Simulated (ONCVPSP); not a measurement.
Before and after: ONCV potential for germanium (Ge)

* Element: Ge
* Generator: ONCVPSP 4.0.1
* Type: optimised norm-conserving Vanderbilt (ONCV)
* Functional: PBE
* Relativity: scalar-relativistic
* Frozen core: [Ar] 3d10
* Valence charge: 4
* Reference configuration: 4s2 4p1 (charge +1)
* Partial waves: 4s: rc 1.45 bohr, ncon 4, nbas 7, qcut 5.8 1/bohr, 2 projectors, debl 1.6 Ha; 4p: rc 2.25 bohr, ncon 4, nbas 7, qcut 3.7 1/bohr, 2 projectors, debl 2 Ha; d scattering state at 0.09 Ha: rc 1.80 bohr, ncon 4, nbas 8, qcut 5.1 1/bohr, 2 projectors, debl 3.5 Ha
* Local potential: polynomial inside 1.10 bohr (lpopt 3, dvloc0 0 Ha)
* Core correction: none

Change: local potential polynomial inside 0.90 bohr (lpopt 4, dvloc0 0 Ha).

Cutoffs: the cutoffs (Ha) at which the residual kinetic energy of the hardest occupied pseudo-wave falls to 1 and 0.1 mHa per electron; they do not see the model core or the augmentation charge, which bear on the density cutoff. Errors are all-electron minus pseudo energies relative to the spin-unpolarised reference configuration.

Question: Predict the effect on cutoff, ghosts and configuration errors.

Answer: The potential gets neither clearly harder nor softer (9.5 Ha and 49 Ha → 9.5 Ha and 49 Ha); the bound ghosts move from d, s to s; the number of tests with a reliable result goes from 4 to 2. In the separable form a ghost depends on how the local part lies against the semilocal potential of the channel, so the choice of the local part can create or remove one.

| quantity | base | changed |
| --- | --- | --- |
| cutoff, loose | 9.5 Ha | 9.5 Ha |
| cutoff, tight | 49 Ha | 49 Ha |
| bound ghosts | s, d | s |
| GHOST(+) flags under 300 eV | p at 140.7 eV | none |
| tests with a reliable result | 4 of 4 | 2 of 4 |
| error for 4s2 4p2, meV [ΔE -7.44 eV] | +1.1 | -5.9 |
| error for 4s1 4p3, meV [ΔE 0.53 eV] | +24 | +24 |
| s: phases at 1.48 bohr within 0.05 rad from the reference energy up to (Ha; the scan ends near 5) | to the end of the scan | to the end of the scan |
| p: phases at 2.28 bohr within 0.05 rad from the reference energy up to (Ha; the scan ends near 5) | 2.6 | 2.5 |
| d: phases at 1.83 bohr within 0.05 rad from the reference energy up to (Ha; the scan ends near 5) | 0.6 | 0.6 |

Base: The cutoffs count occupied waves only; projector 2 of the d channel, the hardest unoccupied one, needs 104 Ha at the loose tolerance. Changed file: The cutoffs count occupied waves only; projector 2 of the d channel, the hardest unoccupied one, needs 104 Ha at the loose tolerance. A true bound ghost makes a file unfit for plane-wave use even where its test errors are small: the radial tests pick states by their node count and pass the ghost by.
